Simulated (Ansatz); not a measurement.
GdCl₃. Total charge 0; octet. Geometry PBE-D4/def2-SVP; atoms count from 1.

| atom | x (Å) | y (Å) | z (Å) |
| --- | --- | --- | --- |
| Gd1 | -0.225 | -0.396 | 0.027 |
| Cl2 | -1.901 | 1.204 | -0.784 |
| Cl3 | 1.590 | -0.839 | -1.565 |
| Cl4 | 0.537 | 0.031 | 2.321 |

In the def2 sets Gd takes a core potential; there is no spin–orbit coupling.

Q: Estimate the Mulliken populations from the PBE0/def2-TZVP orbitals of Ansatz.

A: 
| atom | charge (e) | spin (α − β) | d electrons |
| --- | --- | --- | --- |
| Gd1 | 1.38 | 7.09 | 11.14 |
| Cl2 | -0.46 | -0.03 | – |
| Cl3 | -0.46 | -0.03 | – |
| Cl4 | -0.46 | -0.03 | – |
Mulliken values depend strongly on the basis.

Q: Where does the spin sit?

A: Summed by element: Gd 7.09, Cl -0.09, of 7 unpaired in all. Largest on single atoms: Gd1 7.09, Cl4 -0.03, Cl2 -0.03.

Q: And the Mayer bond orders between heavy atoms (over 0.3)?

A: Gd1–Cl2 0.95 (2.45 Å); Gd1–Cl3 0.95 (2.45 Å); Gd1–Cl4 0.95 (2.45 Å).
